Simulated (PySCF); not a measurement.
## Computed properties of Zn(Me) (CH₃Zn), SMILES [CH3][Zn+], charge +1

Zn(Me) (CH3Zn), SMILES [CH3][Zn+], charge +1. Geometry optimised at B3LYP-D3(BJ)/def2-TZVP. The spin state was assumed, not searched. The isomer is the one that the SMILES or the coordinates give; other isomers of the formula were not compared. The values are those of a single conformer. All values are computed for the isolated molecule unless a solvent is named; none is compared with measurement here.

**Structure.** The optimised structure has C3v symmetry. All 9 harmonic modes at B3LYP-D3(BJ)/def2-TZVP (PySCF) are real, so it is a minimum.

**Vibrations.** The strongest infrared lines (harmonic, unscaled, degenerate partners summed) lie at 1156 cm⁻¹ (86 km/mol, H 86 %, C 14 %), 779 cm⁻¹ (69 km/mol, H 90 %, C 9 %), 3206 cm⁻¹ (45 km/mol, H 90 %, C 10 %). The softest mode is at 442 cm⁻¹ and the zero-point energy is 22.1 kcal/mol.

**Electronic structure.** M06-2X/def2-TZVPD (PySCF) places the frontier levels at -15.52 and -8.74 eV, a gap of 6.78 eV and a mean polarisability of 35.0 bohr³. PBE/def2-TZVPD (PySCF) at the same geometry gives -13.91 and -10.27 eV, so its gap is 3.14 eV narrower. An orbital gap is neither the optical nor the fundamental gap.

**Excitations.** TDA-CAM-B3LYP/def2-TZVPD (PySCF) has S1 at 5.76 eV (215 nm, f = 0.651, bright); the most intense of the 10 singlets computed lies at 5.76 eV (f = 0.65). Strengths of degenerate partners are summed. T1 (TDA) is at 2.66 eV, 3.10 eV under S1. TDA-PBE/def2-TZVPD (PySCF) puts S1 at 5.89 eV. No vertical singlet excitation falls in the visible range (under 3.1 eV).

**NMR.** GIAO shifts at HF/pcSseg-2 (PySCF) (non-relativistic, atoms alike by connectivity averaged): ¹³C at 20.2 ppm against TMS; ¹H at 2.8 ppm against TMS.
